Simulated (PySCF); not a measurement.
A structure optimised at PBE0-D3(BJ)/def2-TZVP, used in a PySCF frequency run:

```xyz
7

Sb    -0.3260     0.0479     0.0000
H     -0.4867    -1.1383    -1.2226
H     -0.4867    -1.1383     1.2226
C      1.8346    -0.0192     0.0000
H      2.1929    -1.0462     0.0000
H      2.1999     0.4985     0.8866
H      2.1999     0.4985    -0.8866
```
Charge 0, spin multiplicity 1.

Problem. Write its SMILES, formula and point group.

Solution. [CH3][SbH2], CH5Sb, Cs

Problem. What are its rotational constants (standard atomic weights)?

Solution. 56.119, 7.0353, 7.0166 GHz
